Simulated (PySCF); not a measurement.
Isomers of C6H13NS.

All values: PBE0/pcSseg-1 (PySCF) at GFN2-xTB geometries, gas phase, one conformer each.

Question: Rank by the highest Hirshfeld charge on any atom, highest value first.
A. `[CH3:1][C:2](=[S:3])[NH:4][C:5]([CH3:6])([CH3:7])[CH3:8]` with C1–C2–N4–C5 178°
B. `[SH:1][C@@H:2]1[CH2:3][CH2:4][CH2:5][NH:6][CH2:7][CH2:8]1` with H–S1–C2–C3 61°, S1–C2–C3–C4 163°, C2–C3–C4–C5 53°, C3–C4–C5–N6 -71°, C4–C5–N6–C7 98°
C. `[CH3:1][CH2:2][CH2:3][C:4](=[S:5])[N:6]([CH3:7])[CH3:8]` with C1–C2–C3–C4 180°, C2–C3–C4–S5 92°, C3–C4–N6–C7 -2°

Answer: A (+0.129 e), B (+0.111 e), C (+0.078 e).

Question: Rank by LUMO energy, lowest first.
A. `[CH3:1][CH2:2][C:3](=[S:4])[N:5]([CH3:6])[CH2:7][CH3:8]` with C1–C2–C3–S4 -4°, C2–C3–N5–C6 4°, C3–N5–C7–C8 -92°
B. `[CH3:1][C:2](=[S:3])[NH:4][C:5]([CH3:6])([CH3:7])[CH3:8]` with C1–C2–N4–C5 178°
C. `[SH:1][C@@H:2]1[CH2:3][CH2:4][CH2:5][NH:6][CH2:7][CH2:8]1` with H–S1–C2–C3 61°, S1–C2–C3–C4 163°, C2–C3–C4–C5 53°, C3–C4–C5–N6 -71°, C4–C5–N6–C7 98°

Answer: B (-0.64 eV), A (-0.48 eV), C (0.83 eV).

All values together:

```tsv
SMILES	μ (D)	HOMO (eV)	LUMO (eV)	lowest IAO charge (e)	highest IAO charge (e)	lowest Hirshfeld charge (e)	highest Hirshfeld charge (e)
CCC(=S)N(C)CC	4.69	-5.73	-0.48	-0.426 (C)	+0.170 (H)	-0.201 (S)	+0.077 (C)
S[C@@H]1CCCNCC1	2.84	-6.31	0.83	-0.430 (N)	+0.245 (H)	-0.159 (N)	+0.111 (H)
CCCC(=S)N(C)C	4.92	-5.67	-0.51	-0.417 (C)	+0.182 (H)	-0.242 (S)	+0.078 (C)
CC(=S)NC(C)(C)C	4.46	-5.78	-0.64	-0.441 (C)	+0.262 (H)	-0.197 (S)	+0.129 (H)
```

Conformers: `[CH3:1][CH2:2][C:3](=[S:4])[N:5]([CH3:6])[CH2:7][CH3:8]` with C1–C2–C3–S4 -4°, C2–C3–N5–C6 4°, C3–N5–C7–C8 -92°; `[SH:1][C@@H:2]1[CH2:3][CH2:4][CH2:5][NH:6][CH2:7][CH2:8]1` with H–S1–C2–C3 61°, S1–C2–C3–C4 163°, C2–C3–C4–C5 53°, C3–C4–C5–N6 -71°, C4–C5–N6–C7 98°; `[CH3:1][CH2:2][CH2:3][C:4](=[S:5])[N:6]([CH3:7])[CH3:8]` with C1–C2–C3–C4 180°, C2–C3–C4–S5 92°, C3–C4–N6–C7 -2°; `[CH3:1][C:2](=[S:3])[NH:4][C:5]([CH3:6])([CH3:7])[CH3:8]` with C1–C2–N4–C5 178°.
